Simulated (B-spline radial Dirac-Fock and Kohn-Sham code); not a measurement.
ΔSCF core binding energies without Breit or QED terms, calculated with a radial atomic solver.

A sound run for atomic iodine, [Kr] 4d10 5s2 5p5: The ground state converged in 10 iterations, with total energy -7115.79525 Ha, virial ratio 1.94344 and highest orbital energy -10.58 eV. ΔSCF binding energies: K (1s) 33292.6 eV, L3 (2p3/2) 4574.9 eV, M5 (3d5/2) 628.4 eV.

A second run, with one unsound setting: The ground state converged in 11 iterations, with total energy -11363.24032 Ha, virial ratio 1.24010 and highest orbital energy -6.73 eV. ΔSCF binding energies: K (1s) 60084.6 eV, L3 (2p3/2) 4217.6 eV, M5 (3d5/2) 477.1 eV.

```
iter   energy (Ha)        error
   1   -11281.39350115  1.96e+01
   2   -11348.73691981  2.65e+00
   3   -11362.81571355  1.13e+00
   4   -11363.17621714  5.02e-01
   5   -11363.23698732  5.51e-02
   6   -11363.24023775  4.75e-03
   7   -11363.24030891  8.42e-04
   8   -11363.24031667  2.65e-04
   9   -11363.24031807  3.39e-05
  11   -11363.24031810  3.14e-07
```

Question: Which fault fits the second run best?
A. damping too heavy
B. tolerance below the noise
C. box too small
D. speed of light below Z

Answer: D. The input had c_factor = 0.3667: c_factor makes c so small that Zα exceeds 1, so any numbers that come out have no meaning.
